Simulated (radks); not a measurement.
Values are calculated unless marked as measured or tabulated.
Species: Au3+. Configuration: [Xe] 4f14 5d8 (the NIST ground configuration). Level of theory: Dirac Kohn-Sham, LDA (Slater exchange, Perdew-Wang correlation), spin-unpolarised, spherical densities, finite nucleus; open shells fill j = l - 1/2 first; Fermi nuclear charge, rms radius 5.4371 fm (a radial shooting solver on a logarithmic mesh with Libxc functionals). Some entries of the table are withheld. Estimate them.

orbital  occ.  eigenvalue (eV)  r(max) (bohr)  <r> (bohr)
1s1/2       2        -80581.56        0.01043     0.01688
2s1/2       2        -14239.10        0.06044     0.07051
2p1/2       2        -13664.88        0.04447     0.05800
2p3/2       4        -11831.38        0.05185     0.06655
3s1/2       2        -3388.000         0.1701      0.1835
3p1/2       2        -3128.087         0.1586      0.1737
3p3/2       4        -2723.587         0.1737      0.1894
3d3/2       4        -2288.632         0.1351      0.1649
3d5/2       6        -2201.609         0.1393      0.1696
4s1/2       2              (1)         0.3834      0.4072
4p1/2       2        -652.0811         0.3814      0.4095
4p3/2       4        -554.8217         0.4124      0.4438
4d3/2       4        -372.3215         0.4052      0.4521
4d5/2       6        -354.2033         0.4148      0.4634
5s1/2       2        -144.4875         0.8476      0.9240
4f5/2       6        -119.8635         0.3726         (2)
4f7/2       8        -116.0447         0.3772         (3)
5p1/2       2        -108.1232         0.8944      0.9957
5p3/2       4         -91.1791         0.9740       1.091
5d3/2       4         -41.9016            (4)       1.412
5d5/2       4         -40.0437            (5)       1.457

Answer. 
(1) 4s1/2 eigenvalue (eV): -763.1112
(2) 4f5/2 <r> (bohr): 0.4949
(3) 4f7/2 <r> (bohr): 0.5019
(4) 5d3/2 r(max) (bohr): 1.167
(5) 5d5/2 r(max) (bohr): 1.202
